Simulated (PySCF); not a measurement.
C4H6F3O (charge -1).
Numbering: `[CH3:1][C@H:2]([O-:3])[CH2:4][C:5]([F:6])([F:7])[F:8]` (hydrogens: H9, H10, H11 on C1; H12 on C2; H13, H14 on C4)

Computed geometry: GFN2-xTB, gas phase.

Q: What internal coordinates does the optimisation give?

A: 
| bond | length (Å) | order |
| --- | --- | --- |
| C1–C2 | 1.566 | single |
| C2–O3 | 1.285 | single |
| C2–C4 | 1.654 | single |
| C4–C5 | 1.485 | single |
| C5–F6, C5–F7 | 1.350 | single |
| C5–F8 | 1.385 | single |
| C1–H9, C1–H10, C1–H11 | 1.089 | single |
| C2–H12 | 1.144 | single |
| C4–H13 | 1.090 | single |
| C4–H14 | 1.089 | single |

Bonds in one row agree within 0.01 Å and their mean is given. Orders are formal, as drawn. A selection of angles:
| angle | degrees |
| --- | --- |
| C2–C1–H9 | 108.1 |
| C2–C1–H10 | 112.1 |
| C2–C1–H11 | 109.9 |
| H9–C1–H10 | 108.8 |
| H9–C1–H11 | 108.2 |
| C1–C2–O3 | 116.0 |
| C1–C2–C4 | 105.9 |
| C1–C2–H12 | 105.4 |
| O3–C2–C4 | 110.8 |
| O3–C2–H12 | 114.9 |
| C4–C2–H12 | 102.6 |
| C2–C4–C5 | 117.7 |
| C2–C4–H13 | 105.1 |
| C2–C4–H14 | 107.7 |
| C5–C4–H13 | 108.2 |
| C5–C4–H14 | 108.9 |
| H13–C4–H14 | 108.9 |
| C4–C5–F6 | 115.1 |
| C4–C5–F8 | 113.2 |
| F6–C5–F7 | 105.4 |
| F6–C5–F8 | 103.4 |

Torsions: C1–C2–C4–C5 -63° (synclinal); C2–C4–C5–F6 -46° (synclinal).

Of the pairs four or more bonds apart, F7···H10 is among the closest relative to their van der Waals radii: 2.46 Å, 92 % of the sum of Bondi's values. The C–C distances run from 1.485 Å (C4–C5, drawn single) to 1.654 Å (C2–C4, drawn single), a spread of 0.169 Å. The C–F distances run from 1.348 Å (C5–F6, drawn single) to 1.385 Å (C5–F8, drawn single), a spread of 0.037 Å.

Point group: C1 (no symmetry element, even within 0.4 Å). No frequency check.

One conformer stands for the species.
